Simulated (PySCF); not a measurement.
SMILES Bc1ccc(C(F)(F)F)cc1 (C7H6BF3) (GFN2-xTB optimised geometry):

```
17

B     -1.543    -2.493     0.001
C     -0.734    -1.169     0.000
C     -1.374     0.078    -0.001
C     -0.662     1.262    -0.001
C      0.726     1.222     0.004
C      1.508     2.504    -0.028
F      1.744     2.917    -1.290
F      2.710     2.398     0.559
F      0.874     3.517     0.583
C      1.396     0.004     0.000
C      0.667    -1.169     0.000
H     -0.982    -3.517     0.004
H     -2.710    -2.462    -0.002
H     -2.453     0.114    -0.002
H     -1.172     2.214     0.001
H      2.476    -0.015     0.002
H      1.192    -2.113    -0.001
```

Level of theory: PBE0/def2-SVP (PySCF 2.14.0).

**Question.** What are the frontier orbital energies and the dipole moment?

**Answer.** HOMO-2 -9.59 eV, HOMO-1 -8.27 eV, HOMO -8.04 eV, LUMO -2.48 eV, LUMO+1 -0.73 eV; dipole moment 1.35 D.

On the same geometry PBE/def2-SVP run with PySCF gives HOMO-2 -8.02 eV, HOMO-1 -7.23 eV, HOMO -7.01 eV, LUMO -3.28 eV, LUMO+1 -1.66 eV; dipole moment 0.84 D.

Meta-Löwdin charges at PBE0/def2-SVP: B1 -0.01, C2 -0.08, C3 -0.06, C4 -0.10, C5 -0.02, C6 0.75, F7 -0.27, F8 -0.26, F9 -0.26, C10 -0.11, C11 -0.06, H12 0.00, H13 0.00, H14 0.12, H15 0.12, H16 0.12, H17 0.12.
